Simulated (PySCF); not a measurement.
**Magnetic susceptibility: `CO[C@H](F)C(C)C`, C₅H₁₁FO**

Geometry (Å), atoms numbered from 1 in this order:
```xyz
18

C     2.7198    0.1148   -0.4905
O     1.3530    0.4262   -0.6850
C     0.4769   -0.4603   -0.1142
F     0.5823   -1.6901   -0.7613
C    -0.9547    0.0619   -0.2503
C    -1.9506   -0.9722    0.2664
C    -1.0898    1.3831    0.5006
H     3.2823    0.9022   -0.9860
H     2.9693   -0.8529   -0.9340
H     2.9654    0.0975    0.5775
H     0.7342   -0.6826    0.9396
H    -1.1246    0.2339   -1.3174
H    -1.8416   -1.9110   -0.2704
H    -1.7890   -1.1589    1.3265
H    -2.9659   -0.6088    0.1294
H    -2.0877    1.7896    0.3590
H    -0.3628    2.1013    0.1327
H    -0.9252    1.2327    1.5657
```

The calculation used PySCF, GIAO B97-2/pcSseg-1 magnetisability, rotational g tensor and spin-rotation constants, non-relativistic, gas phase. Geometry: GFN2-xTB.

(1) What are the magnetisability and the molar susceptibility?

(2) Split it along the inertial axes a, b, c into diamagnetic and paramagnetic parts about the centre of mass, with the quadrupole moment.

(3) And the rotational g tensor?

Answers

(1) Isotropic -1209 × 10⁻³⁰ J/T², or -72.8 × 10⁻⁶ cm³/mol; principal values -1248, -1222, -1156 × 10⁻³⁰ J/T², anisotropy 82 × 10⁻³⁰ J/T² (root of half the summed squared differences of the principal values). The susceptibility is in cgs units.

(2) 
| axis | χ (10⁻⁶ cm³/mol) | diamagnetic (10⁻⁶ cm³/mol) | paramagnetic (10⁻⁶ cm³/mol) | summed x² of all electrons (Å²) | quadrupole Θ (D Å) |
| --- | --- | --- | --- | --- | --- |
| a | -74.7 | -394.9 | 320.1 | 162.6 | +6.70 |
| b | -73.6 | -775.3 | 701.7 | 72.9 | -6.32 |
| c | -70.1 | -998.9 | 928.8 | 20.2 | -0.39 |

Anisotropies 2χaa − χbb − χcc = -5.8 and 2χbb − χaa − χcc = -2.4 × 10⁻⁶ cm³/mol. Θ is traceless in Buckingham's convention.

(3) 
```csv
axis,rotational constant (GHz),g,nuclear part,electronic part
a,4.0738,-0.0105,0.6022,-0.6127
b,1.8710,+0.0009,0.6177,-0.6168
c,1.3773,-0.0039,0.5971,-0.6010
```
Asymmetric top; isotopes 12C, 19F, 1H, 16O; no vibrational averaging.
